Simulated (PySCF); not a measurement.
A GIAO shielding run with PySCF (density fitting, non-relativistic, gas phase) on SMILES C[Si@@H]1SC[C@H](C(F)(F)F)S1, C4H7F3S2Si:

```
$ OMP_NUM_THREADS=1 python probes_run.py task.json out

{"job": {"kind": "nmr", "xc": "PBE0", "basis": "pcSseg-1"}, "charge": 0, "multiplicity": 1}
C      3.018673     0.705745     0.316255
Si     1.678713    -0.626398     0.301469
S      0.783628    -0.934262    -1.637062
C     -0.797703    -0.118856    -1.251195
C     -1.261840    -0.474011     0.149277
C     -2.591896     0.202359     0.443866
F     -2.531029     1.533992     0.348562
F     -3.533573    -0.195671    -0.432900
F     -3.065301    -0.088192     1.657096
S     -0.049992     0.070026     1.405977
H      3.354324     0.898958     1.330330
H      2.657884     1.645019    -0.099380
H      3.876583     0.388341    -0.267966
H      2.052155    -1.937308     0.813500
H     -0.667883     0.960093    -1.348872
H     -1.516308    -0.465164    -1.994778
H     -1.413432    -1.552643     0.255911
```

Hardware: 1 thread of an AMD EPYC 9R45 96-Core, shared host. The job also computes population analyses, field gradients, ring-centre shieldings.

Task: How large is the calculation?

Result: 104 electrons, 226 basis functions and 1244 auxiliary functions.

Task: How long does it take, and how much memory does it need?

Result: 29 s of wall time, with 13 SCF cycles and 5 response iterations; peak memory 1.1 GiB. Times on a shared host scatter by some tens of per cent.
